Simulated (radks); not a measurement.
Values are calculated unless marked as measured or tabulated.
Ho+, configuration [Xe] 4f11 7p1 (not the ground configuration).

Level of theory: scalar-relativistic Kohn-Sham, r2SCAN, spin-polarised, spherical densities, finite nucleus; open shells are filled with parallel spins first (spin-orbit coupling, left out, can overturn this in heavy ions); meta-GGA in the generalised Kohn-Sham scheme; Fermi nuclear charge, rms radius 5.2022 fm (a radial shooting solver on a logarithmic mesh with Libxc functionals).

Energy parts (hartree):
| part | energy |
|---|---|
| total | -12616.0319 |
| kinetic | 13642.3726 |
| electron-nucleus | -30891.4727 |
| Hartree | 4903.6452 |
| exchange-correlation | -270.5770 |

Orbitals (lengths in bohr, moments of r in powers of bohr):
orbital	occ.	eigenvalue (hartree)	<r^2>	<1/r>	<r^4>
1s up	1	-2042.478	0.0005884	76.04	9.267e-07
1s down	1	-2042.477	0.0005884	76.04	9.267e-07
2s up	1	-342.7936	0.009167	17.70	0.0001448
2s down	1	-342.7935	0.009167	17.70	0.0001448
2p up	3	-303.6138	0.007443	16.38	0.0001097
2p down	3	-303.6134	0.007443	16.38	0.0001097
3s up	1	-77.19456	0.06024	6.531	0.005479
3s down	1	-77.13604	0.06019	6.535	0.005468
3p up	3	-65.16052	0.06064	6.105	0.005787
3p down	3	-65.10194	0.06057	6.108	0.005774
3d up	5	-49.87691	0.05077	5.779	0.004578
3d down	5	-49.83183	0.05069	5.783	0.004562
4s up	1	-15.77275	0.3041	2.744	0.1344
4s down	1	-15.64508	0.3041	2.743	0.1345
4p up	3	-11.79447	0.3443	2.515	0.1775
4p down	3	-11.66732	0.3444	2.514	0.1777
4d up	5	-6.39747	0.4133	2.219	0.2795
4d down	5	-6.27034	0.4143	2.217	0.2817
5s up	1	-2.32497	1.826	1.039	4.969
5s down	1	-2.26686	1.868	1.024	5.215
5p up	3	-1.39309	2.547	0.8692	10.12
5p down	3	-1.35469	2.611	0.8556	10.63
4f up	7	-0.54573	0.9237	1.618	2.719
4f down	4	-0.43407	1.026	1.585	3.707
7p up	1	-0.12645	97.23	0.1387	12720

The highest occupied level is 7p up at -3.441 eV. The electron density at the nucleus is 8.469e+05 e/bohr^3 (large components only). The spin density at the nucleus is 5.31 e/bohr^3 (1s -0.02, 2s -0.34, 3s -10.94, 4s 2.77, 5s 13.85). Summed over all electrons, <r^2> = 134.8 bohr^2, which gives a Langevin (diamagnetic) susceptibility term of -107 x 10^-6 cm^3/mol. The density falls to 0.001 e/bohr^3 at r = 3.53 bohr. Spin moment in Bohr magnetons: 4.
